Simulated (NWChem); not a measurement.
C4H9Al; SMILES C=[CH][Al]([CH3])[CH3]

```xyz
14

Al    -0.0241     0.4402     0.0005
C     -1.0948     2.0831    -0.0009
H     -2.1811     1.9005     0.0033
H     -0.8658     2.7044    -0.8847
H     -0.8596     2.7103     0.8772
C      1.9390     0.4995     0.0003
H      2.3582    -0.0200     0.8797
H      2.3358     1.5272     0.0052
H      2.3575    -0.0108    -0.8848
C     -0.8781    -1.3212     0.0015
C     -0.1619    -2.4584    -0.0013
H     -1.9720    -1.4425     0.0038
H     -0.6214    -3.4563    -0.0014
H      0.9362    -2.4532    -0.0036
```
Atoms are numbered in this order, from 1.

Geometry: optimised at PBE0/def2-SVP.

Task: List the 4 lowest vertical singlet excitations from PBE0/6-31G* (spherical d), TDA (NWChem).

Result: 
```json
[
 {"state": "S1", "energy (eV)": "5.10", "oscillator strength": "0.000", "leading excitation (squared amplitude)": "HOMO → LUMO (0.99)"},
 {"state": "S2", "energy (eV)": "5.24", "oscillator strength": "0.000", "leading excitation (squared amplitude)": "HOMO−1 → LUMO (0.99)"},
 {"state": "S3", "energy (eV)": "6.26", "oscillator strength": "0.215", "leading excitation (squared amplitude)": "HOMO−2 → LUMO (0.89)"},
 {"state": "S4", "energy (eV)": "7.20", "oscillator strength": "0.003", "leading excitation (squared amplitude)": "HOMO → LUMO+2 (0.92)"}
]
```
